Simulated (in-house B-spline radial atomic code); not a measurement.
Configurations of Cu³⁺, with energies counted from [Ar] 3d8. Computed with a radial B-spline atomic code at the basis-set limit: scalar-relativistic (X2C) PBE0, spin-polarised, spherical fractional occupations, Fermi nucleus of rms radius 3.8823 fm. Shells without spins written out take the highest spin.

Caution: exact exchange at fractional occupations of open shells leaves self-interaction of up to several eV.

Occupations are held fixed; configurations that lie above the ionisation limit could autoionise.

```
                                              configuration  E - E(ref) (eV)  highest orbital  its <r> (bohr)
                                               [Ar] 3d7 4s1           14.722            4s up           1.991
                                               [Ar] 3d7 4p1           24.575            4p up           2.298
                                               [Ar] 3d7 4d1           36.623            4d up           3.133
                     [Ar] 3d(4 up, 3 down) 4d(0 up, 1 down)           42.582          4d down           3.171
                                       [Ne] 3s2 3p5 3d8 4p1           98.031            4p up           2.291
                                       [Ne] 3s2 3p5 3d8 4d1           110.14            4d up           3.124
[Ne] 3s2 3p(3 up, 2 down) 3d(3 up, 5 down) 4f(1 up, 0 down)            121.7            4f up           4.437
```

Problem. Order these further configurations by energy, lowest first.
A. [Ne] 3s2 3p(3 up, 2 down) 3d(5 up, 3 down) 4p(0 up, 1 down)
B. [Ar] 3d7 4f1
C. [Ne] 3s2 3p5 3d9
D. [Ar] 3d(4 up, 4 down)
E. [Ne] 3s2 3p5 3d8 4s1

Solution. D (2.7003 eV), B (44.316 eV), C (71.75 eV), E (88.141 eV), A (98.592 eV).

Problem. How far above the reference does [Ne] 3s2 3p(3 up, 2 down) 3d(3 up, 5 down) 4s(1 up, 0 down) lie?

Solution. 92.449 eV; its least bound orbital is 4s up with <r> = 2.003 bohr.

Problem. How far above the reference does [Ne] 3s2 3p5 3d8 4f1 lie?

Solution. 117.87 eV; its least bound orbital is 4f up with <r> = 4.417 bohr.
